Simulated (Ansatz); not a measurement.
`BCC1CO1` + `O[SiH]([SiH3])Cl` → `BO[SiH]([SiH3])Cl` + `CC1CO1`  (ligand exchange at a B–C bond)

Program: Ansatz. Geometries: PBE0-D4/def2-TZVP. ΔE: electronic, gas phase. CCSD(T)/CBS adds triple-zeta CCSD(T) − MP2 to the extrapolated MP2 energy (def2 sets, frozen cores). DFT in def2-TZVPP. One conformer a species, not always the lowest.

```tsv
level	ΔE (kJ/mol)
ωB97M-V	-133.2
B2PLYP	-138.4
```

What does CCSD(T)/CBS give? (Estimate.)

The calculation gave: -133.8 kJ/mol. The listed levels differ from it by 0.6, -4.6 kJ/mol.

Largest T1 diagnostic among the species: 0.013.

In def2-TZVPP, CCSD(T) changes the Hartree–Fock value by +6.1 kJ/mol (the triples alone add −0.2 kJ/mol) and MP2 by +6.4 kJ/mol.
